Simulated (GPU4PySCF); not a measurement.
Pt(Cl)2(bpy) (C10H8Cl2N2Pt), SMILES [Cl][Pt]1(<-[n]2c(-c3[n]->1cccc3)cccc2)[Cl], multiplicity 1. Atoms are numbered in the order given.

```xyz
23

Pt     0.0000     0.0000     0.8585
Cl     0.0000    -1.6387     2.4781
Cl     0.0000     1.6387     2.4781
C      0.0000    -2.8963    -2.9677
C      0.0000    -3.4655    -1.7015
C      0.0000    -2.6420    -0.5904
N      0.0000    -1.3066    -0.7026
C      0.0000    -0.7324    -1.9330
C      0.0000    -1.5161    -3.0808
C      0.0000     0.7324    -1.9330
C      0.0000     1.5161    -3.0808
C      0.0000     2.8963    -2.9677
C      0.0000     3.4655    -1.7015
C      0.0000     2.6420    -0.5904
N      0.0000     1.3066    -0.7026
H      0.0000    -3.5158    -3.8540
H      0.0000    -4.5374    -1.5654
H      0.0000    -3.0152     0.4246
H      0.0000    -1.0500    -4.0543
H      0.0000     1.0500    -4.0543
H      0.0000     3.5158    -3.8540
H      0.0000     4.5374    -1.5654
H      0.0000     3.0152     0.4246
```
Charge 0, spin multiplicity 1.

The structure is a stationary point at B3LYP-D3(BJ)/def2-TZVP. The multiplicity is an assumed one; no other spin state was optimised. The isomer is the one that the SMILES or the coordinates give; other isomers of the formula were not compared. The def2 effective core potentials stand for the cores of Pt; spin–orbit coupling is left out. One conformer was computed; it need not be the lowest.

Calculation: B3LYP-D3(BJ)/def2-TZVP (GPU4PySCF).

Frequencies are harmonic and unscaled.

Computed vibrational spectrum:
| mode | ν (cm⁻¹) | IR (km/mol) | moving atoms (share of kinetic energy) |
|---|---|---|---|
| 1 | 48 | 0.0 | Cl 69 %, C 26 % |
| 2 | 62 | 1.4 | C 48 %, Cl 29 %, H 12 % |
| 3 | 91 | 0.6 | C 53 %, Pt 17 %, Cl 16 %, H 11 % |
| 4 | 117 | 0.0 | C 65 %, H 18 %, Cl 12 % |
| 5 | 152 | 0.5 | Cl 68 %, C 18 %, Pt 10 % |
| 6 | 167 | 0.3 | Cl 89 % |
| 7 | 195 | 2.3 | C 65 %, Pt 19 %, H 10 % |
| 8 | 202 | 0.4 | C 45 %, Pt 21 %, N 18 %, H 9 % |
| 9 | 250 | 3.3 | C 55 %, Pt 18 %, Cl 13 %, N 9 % |
| 10 | 265 | 0.0 | C 59 %, N 24 %, H 16 % |
| 11 | 292 | 2.1 | C 55 %, N 16 %, Cl 14 %, H 8 % |
| 12 | 341 | 22.4 | Cl 77 %, Pt 21 % |
| 13 | 349 | 38.4 | Cl 71 %, Pt 22 % |
| 14 | 388 | 2.0 | C 77 %, N 15 % |
| 15 | 434 | 4.4 | C 68 %, H 25 % |
| 16 | 447 | 0.0 | N 40 %, C 38 %, H 22 % |
| 17 | 475 | 0.1 | C 51 %, N 31 %, H 18 % |
| 18 | 493 | 0.0 | C 61 %, N 27 %, H 12 % |
| 19 | 566 | 0.0 | C 72 %, H 27 % |
| 20 | 662 | 0.7 | C 72 %, N 22 % |
| 21 | 666 | 0.7 | C 84 %, N 9 % |
| 22 | 689 | 0.1 | C 71 %, N 21 % |
| 23 | 747 | 13.6 | C 62 %, N 22 %, H 16 % |
| 24 | 755 | 0.0 | H 59 %, C 24 %, N 17 % |
| 25 | 777 | 98.4 | H 80 %, C 15 % |
| 26 | 788 | 0.7 | C 77 %, N 14 %, H 9 % |
| 27 | 813 | 0.0 | C 61 %, H 33 % |
| 28 | 895 | 0.0 | H 67 %, C 31 % |
| 29 | 908 | 0.0 | H 76 %, C 24 % |
| 30 | 988 | 0.0 | H 73 %, C 26 % |
| 31 | 996 | 0.4 | H 73 %, C 26 % |
| 32 | 1023 | 0.0 | H 72 %, C 28 % |
| 33 | 1023 | 0.1 | H 73 %, C 27 % |
| 34 | 1041 | 0.4 | C 59 %, N 35 % |
| 35 | 1058 | 1.7 | C 49 %, N 45 % |
| 36 | 1068 | 2.8 | C 72 %, H 17 %, N 11 % |
| 37 | 1086 | 6.6 | C 54 %, H 41 % |
| 38 | 1096 | 2.2 | C 51 %, H 47 % |
| 39 | 1136 | 0.3 | H 54 %, C 37 %, N 9 % |
| 40 | 1153 | 1.8 | H 60 %, C 31 %, N 9 % |
| 41 | 1188 | 3.8 | H 88 %, C 11 % |
| 42 | 1196 | 0.3 | H 87 %, C 13 % |
| 43 | 1286 | 11.9 | C 56 %, N 31 %, H 13 % |
| 44 | 1296 | 0.4 | C 69 %, H 22 %, N 9 % |
| 45 | 1311 | 5.3 | H 43 %, N 28 %, C 28 % |
| 46 | 1345 | 2.2 | C 68 %, H 31 % |
| 47 | 1348 | 5.9 | H 63 %, C 34 % |
| 48 | 1466 | 29.8 | H 50 %, C 45 % |
| 49 | 1488 | 17.7 | C 56 %, H 35 %, N 9 % |
| 50 | 1506 | 71.3 | C 49 %, H 44 % |
| 51 | 1523 | 6.3 | C 61 %, H 29 %, N 9 % |
| 52 | 1598 | 0.4 | C 76 %, H 13 %, N 10 % |
| 53 | 1609 | 3.7 | C 80 %, N 11 %, H 10 % |
| 54 | 1646 | 4.3 | C 84 %, H 13 % |
| 55 | 1650 | 0.3 | C 86 %, H 10 % |
| 56 | 3190 | 5.1 | H 92 %, C 8 % |
| 57 | 3190 | 35.6 | H 92 %, C 8 % |
| 58 | 3195 | 0.0 | H 92 %, C 8 % |
| 59 | 3197 | 4.5 | H 92 %, C 8 % |
| 60 | 3211 | 5.0 | H 92 %, C 8 % |
| 61 | 3214 | 2.9 | H 91 %, C 9 % |
| 62 | 3217 | 2.1 | H 91 %, C 9 % |
| 63 | 3226 | 5.5 | H 92 %, C 8 % |
